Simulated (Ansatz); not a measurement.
Input file for CH4ClFSi (`C[SiH](F)Cl`):

```yaml
crystal:
  periodic: [false, false, false]
  atoms:
    - {symbol: C, position_ang: [-0.276704, 0.958286, 0.083845]}
    - {symbol: Si, position_ang: [0.364031, -0.761757, -0.084162]}
    - {symbol: F, position_ang: [0.846026, -1.289980, 1.340201]}
    - {symbol: Cl, position_ang: [-1.119992, -2.010054, -0.735519]}
    - {symbol: H, position_ang: [0.509758, 1.621283, 0.453169]}
    - {symbol: H, position_ang: [-0.620637, 1.332827, -0.882909]}
    - {symbol: H, position_ang: [-1.115029, 0.988254, 0.783163]}
    - {symbol: H, position_ang: [1.504648, -0.895861, -1.013587]}
basis:
  gaussian: {orbitals: def2-TZVPP}
correlation: {method: ccsd_t}
output: {orbitals: {seedname: orbitals}}
```

```sh
$ ansatz run in.yaml --threads 2 --pin off --events-out ev --progress --plain
```

The program prints (abridged):

```
Functional definition: HF
1187 factors; integrals over basis functions are off by at most 8.4e-4 eV
mean field evaluation 1: about -24168.9116 eV, gradient 3.5e1 eV
mean field evaluation 2: about -24169.0983 eV, gradient 3.5e1 eV
mean field evaluation 4: about -24171.6795 eV, gradient 3.2e0 eV
mean field evaluation 8: about -24171.7229 eV, gradient 2.0e-1 eV
mean field -24171.72311944 eV, -888.2944404571 hartree, gradient 7.9e-6 eV, S^2 0.000000; 0 other end points of the search recorded, 0 dependent functions left out
12 core orbitals not correlated: weight in the atoms' cores, before any rotation towards them, 1.000 or more for the frozen orbitals, at most 0.000 for the correlated occupied ones
reference -24171.72311944 eV, -888.2944404571 hartree; 13, 13 occupied and 177, 177 virtual orbitals, 1187 factors
second order -20.04015931 eV of doubles, -0.00000000 eV of singles
cycle   1  -20.61759836 eV  change   -5.8e-1 eV  update   8.6e-2
cycle   2  -21.03564389 eV  change   -4.2e-1 eV  update   2.4e-2
cycle   3  -21.12823609 eV  change   -9.3e-2 eV  update   1.2e-2
cycle   4  -21.12102165 eV  change    7.2e-3 eV  update   2.3e-3
cycle   5  -21.11973311 eV  change    1.3e-3 eV  update   8.9e-4
cycle   6  -21.11999453 eV  change   -2.6e-4 eV  update   2.4e-4
cycle   7  -21.11989008 eV  change    1.0e-4 eV  update   8.4e-5
cycle   8  -21.11986554 eV  change    2.5e-5 eV  update   2.4e-5
perturbative correction -0.73959723 eV, -0.0271796969 hartree
Total energy: -24193.58258221 eV, -889.0977608971 hartree
```

Run time 38 s (2 threads of a server CPU on a shared host); peak host memory 2.7 GiB.

The correlation energy is -21.859 eV, 3.4 % of it from (T); the T1 diagnostic reads 0.0100.
